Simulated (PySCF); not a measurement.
Coordinates in bohr (charge 0 multiplicity 1):
```
Zr    0.0392    0.4167    0.0000
N    -0.0013   -2.7765    0.0000
H    -3.3890    1.4697    0.0000
```

Computed with PBE0 in PySCF with Zr def2-SVP with ECP28, N def2-SVP, H def2-SVP; scalar-relativistic core potentials, no spin–orbit coupling; density-fitted integrals.

This geometry of HZrN is a stationary point at this level.

What is the point group?

Cs.

Is it a minimum?

Yes: all harmonic wavenumbers are real.

Which band is strongest in the infrared?

1562 cm⁻¹ (a'), 295 km/mol.

What is the atomisation energy, with and without zero-point energy?

835 kJ/mol without, 817 kJ/mol with.

Stability towards spin polarisation was not tested. Other isomers or separated fragments may lie lower.
